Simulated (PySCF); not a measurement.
Species: C₄H₅N₂O (charge -1).
Numbering: `[CH3:1][O:2][c:3]1[cH:4][n:5][cH:6][n-:7]1`

Cartesian coordinates in Å at the GFN2-xTB level; atoms count from 1:
```
atom  x, y, z in Å
C1     1.9655    0.6355   -0.1233
O2     1.1571   -0.3258   -0.7279
C3    -0.1474   -0.3317   -0.2177
C4    -1.1745   -1.1607   -0.6026
N5    -2.2769   -0.8425    0.1364
C6    -1.8470    0.1470    0.9111
N7    -0.5670    0.5119    0.7535
H8     2.9539    0.5608   -0.5868
H9     2.0493    0.4652    0.9575
H10    1.5627    1.6457   -0.2693
H11   -1.1863   -1.9428   -1.3446
H12   -2.4882    0.6367    1.6318
```

NICS is the negative of the GIAO shielding at a point without a nucleus: at the ring centre (0) and 1 Å above and below it (1); zz is the component along the ring normal. Level: GIAO PBE0/pcSseg-1 (PySCF, non-relativistic, gas phase) on the GFN2-xTB geometry, one conformer.

Ring bond lengths (Å), with Mayer bond orders in brackets: C3–C4 1.375 (1.47), C4–N5 1.365 (1.36), N5–C6 1.328 (1.55), C6–N7 1.340 (1.43), N7–C3 1.353 (1.40).

Task: Give the NICS values of each ring in ppm.

Result: 
| ring | type | NICS(0) | NICS(1), two faces | NICS(1)zz, two faces | rms pucker (Å) | centre to ring atoms, mean (Å) |
| --- | --- | --- | --- | --- | --- | --- |
| C3–C4–N5–C6–N7 | 5-membered ring with 2 N; formal bonds all aromatic | -13.1 | -11.6 / -11.6 | -32.0 / -32.0 | 0.00 | 1.15 |

Task: What can be read from them?

Result: 
- C3–C4–N5–C6–N7: mean NICS(1)zz -32.0 ppm, shielded, aromatic by this magnetic criterion (flat ring, no four-coordinate atom).

Task: How equal are the bonds by HOMA? HOMA = 1 − mean of α(R − Ropt)² over the ring bonds, with Krygowski's 1993 parameters (CC: Ropt 1.388 Å, α 257.7 Å⁻²; CN: Ropt 1.334 Å, α 93.52 Å⁻²).

Result: 
- C3–C4–N5–C6–N7: HOMA 0.96; the largest term is that of C4–N5, α(R − Ropt)² = 0.09. The geometric and the magnetic index point the same way.

Task: At the second NICS(1) probe listed for ring C3–C4–N5–C6–N7, 1 Å off the ring, what do the in-plane components average?

Result: The isotropic value is a third of the trace: (3 × -11.6 − (-32.0))/2 = -1.4 ppm.

Task: How shielded are the nuclei of the rings and their hydrogens (means over atoms taken as equivalent)?

Result: 
```csv
atoms,environment,σ isotropic (ppm),"principal values of the symmetric part, first atom (ppm)"
C3,aromatic carbon bearing oxygen,23.3,"-34.9, 35.5, 69.3"
C4,aromatic CH next to a ring nitrogen,83.1,"22.6, 92.7, 134.1"
N5,ring nitrogen,-21.3,"-201.0, -83.6, 220.8"
C6,aromatic CH next to a ring nitrogen,50.0,"-28.3, 73.6, 104.8"
N7,two-coordinate ring nitrogen,7.8,"-144.0, -51.3, 218.6"
H11,aromatic hydrogen,25.61,"23.2, 26.1, 27.6"
H12,aromatic hydrogen,25.20,"21.4, 26.1, 28.1"
```
